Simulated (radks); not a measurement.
Coulomb parameter of the 4f shell of the samarium ion Sm+ in the model configuration [Xe] 4f5 5d1 6s1, as a second difference U = [E(n + 1) + E(n - 1) - 2 E(n)] / (1)^2 with all orbitals relaxed. "Bare": the charge of the atom changes with n. "Screened": the 5d shell takes up the change at fixed total charge, which measures U(4f,4f) + U(5d,5d) - 2 U(4f,5d). Method: scalar-relativistic Kohn-Sham, r2SCAN, spin-unpolarised, spherical densities, finite nucleus; meta-GGA in the generalised Kohn-Sham scheme; Fermi nuclear charge, rms radius 5.0819 fm; computed with a radial shooting solver on a logarithmic mesh with Libxc functionals.

| case | configuration | E - E(n) (eV) |
|---|---|---|
| start | [Xe] 4f5 5d1 6s1 | 0.000 |
| bare +1 | [Xe] 4f6 5d1 6s1 | -7.166 |
| bare -1 | [Xe] 4f4 5d1 6s1 | 22.105 |
| screened +1 | [Xe] 4f6 6s1 | -3.403 |
| screened -1 | [Xe] 4f4 5d2 6s1 | 8.157 |

U(bare) = 14.939 eV, U(screened by 5d) = 4.754 eV, against the Slater integral F0(4f,4f) = 27.603 eV with frozen orbitals.
